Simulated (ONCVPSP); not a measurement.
# Ranking ONCV potentials for calcium (Ca)

All share these settings but for the change named:

ONCVPSP 4.0.1 input, shortened (lines: element, Z, core and valence counts, functional; n l f; lmax; l rc ep ncon nbas qcut; lloc lpopt rc5 dvloc0; l nproj debl; icmod fcfact rcfact), PBE, scalar-relativistic:

```
  Ca 20.00    3    3        4      upf
    1    0    2.00
    2    0    2.00
    2    1    6.00
    3    0    2.00
    3    1    6.00
    4    0    2.00
    2
    0    1.65    0.00    4    7    7.40
    1    1.30    0.00    4    7    7.00
    2    1.30    0.39    4    8    7.50
    2    5    1.30    0.00
    0    2    1.90
    1    2    0.70
    2    0    2.30
    0    0.00    0.00
```

In the p channel the program set the typed energies aside and used -1.029, 0.250 Ha. In the d channel the program set the typed energies aside and used 0.050 Ha.

Test errors are all-electron minus pseudo excitation energies from the reference, over 3s2 3p6 4s1; 3s2 3p6 4s0; 3s2 3p6 4s1.5; 3s2 3p6 4s0 4p1. None of these files shows a bound ghost.

The base gives 0.9 meV.

Of 4 variants that were run, those that failed, showed a ghost or another fault, or gave nearly equal values are left out.

A variant can come out equal or close to the base, since the largest error may sit in a test that the change hardly touches while other tests move.

(1) Rank these variants by their largest absolute test error, smallest first.
A. p: nproj 1
B. all radii scaled by about 1.12 (s 1.86, p 1.46, d 1.46 bohr)
C. d: nproj 1; local potential polynomial inside 1.05 bohr (lpopt 5, dvloc0 2 Ha)

## Answers

(1) C (0.9 meV), B (1.2 meV), A (10.5 meV).
